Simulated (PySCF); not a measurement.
Computed properties of H₈N₃Si₃, SMILES N1[SiH]N[SiH2]N[SiH2]1

H8N3Si3, SMILES N1[SiH]N[SiH2]N[SiH2]1 (connectivity only; charge and spin as stated), charge +1, multiplicity 1. The structure is a stationary point at ωB97X-D3(BJ)/def2-SVP. The spin state was assumed, not searched. The isomer is the one that the SMILES or the coordinates give; other isomers of the formula were not compared. The values are those of a single conformer. All values are computed for the isolated molecule unless a solvent is named; none is compared with measurement here.

**Structure.** The optimised structure has Cs symmetry. All 36 harmonic modes at ωB97X-D3(BJ)/def2-SVP (PySCF) are real, so it is a minimum. With heavy atoms numbered as in [NH:1]1[SiH:2][NH:3][SiH2:4][NH:5][SiH2:6]1, the shortest bond between them is N1–Si2 at 1.659 Å and the longest N1–Si6 at 1.816 Å.

**Vibrations.** The strongest infrared lines (harmonic, unscaled, degenerate partners summed) lie at 938 cm⁻¹ (542 km/mol, H 58 %, N 22 %, Si 20 %), 1221 cm⁻¹ (472 km/mol, H 52 %, N 40 %, Si 8 %), 1218 cm⁻¹ (269 km/mol, H 57 %, N 37 %). The softest mode is at 87 cm⁻¹ and the zero-point energy is 60.0 kcal/mol.

**Electronic structure.** ωB97X/def2-TZVP (PySCF) places the frontier levels at -14.55 and -3.82 eV, a gap of 10.73 eV and a mean polarisability of 81.0 bohr³. PBE/def2-TZVP (PySCF) at the same geometry gives -10.82 and -6.83 eV, so its gap is 6.74 eV narrower. An orbital gap is neither the optical nor the fundamental gap.

**Excitations.** TDA-ωB97X/def2-SVPD (PySCF) has S1 at 6.45 eV (192 nm, f = 0.119, bright); the most intense of the 10 singlets computed lies at 7.70 eV (f = 0.13). T1 (TDA) is at 5.23 eV, 1.22 eV under S1. TDA-PBE/def2-SVPD (PySCF) puts S1 at 3.97 eV. No vertical singlet excitation falls in the visible range (under 3.1 eV).

**NMR.** GIAO shifts at B3LYP/pcSseg-1 (PySCF) (non-relativistic, atoms alike by connectivity averaged): ¹H from 2.7 to 6.7 ppm against TMS; ²⁹Si from -25.7 to 76.4 ppm against TMS.

**Solvation.** SMD-ωB97X/def2-SVP (PySCF) gives -50.6 kcal/mol in water, -50.7 kcal/mol in cyclohexanone, -52.5 kcal/mol in acetone (1 M in both phases, gas-phase geometry); of these solvents acetone holds the molecule best.
